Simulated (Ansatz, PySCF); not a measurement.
Gas-phase reaction 3 R1 + R2 → 3 P1 + P2, each structure at its B3LYP-D3(BJ)/def2-TZVP stationary point, reached from a drawn start (curvature not checked).
P1: H2 (SMILES [H][H]), charge 0, multiplicity 1.
R1: HF (SMILES F), charge 0, multiplicity 1.
R2, SiH4 (SMILES [SiH4]) (charge 0, multiplicity 1):
```xyz
5

Si     0.000     0.000     0.000
H      0.855     0.855     0.855
H     -0.855    -0.855     0.855
H     -0.855     0.855    -0.855
H      0.855    -0.855    -0.855
```
P2: F3HSi (SMILES F[SiH](F)F), charge 0, multiplicity 1.

P less R. No zero-point or thermal terms.

Correlated levels freeze the cores.

Codes used: Ansatz (a first-principles code) with Gaussian orbitals; PySCF for the D3/D4 terms. All values are computed, each at the level named.

PBE/def2-TZVPP gives -84.60 kcal/mol for the reaction energy.

How do the other levels lie against it? Give each less PBE: PBE-D3(BJ)/def2-TZVPP, r2SCAN/def2-TZVPP, B3LYP/def2-TZVPP, wB97M-V/def2-TZVPP, B2PLYP/def2-TZVPP, MP2/cc-pV(Q+d)Z, CCSD(T)/cc-pV(T+d)Z.

PBE-D3(BJ)/def2-TZVPP -0.20; r2SCAN/def2-TZVPP -10.43; B3LYP/def2-TZVPP -5.49; wB97M-V/def2-TZVPP -7.08; B2PLYP/def2-TZVPP -7.46; MP2/cc-pV(Q+d)Z -11.22; CCSD(T)/cc-pV(T+d)Z -6.59 kcal/mol. 0 of 7 lie above PBE; the widest gap is to MP2/cc-pV(Q+d)Z.
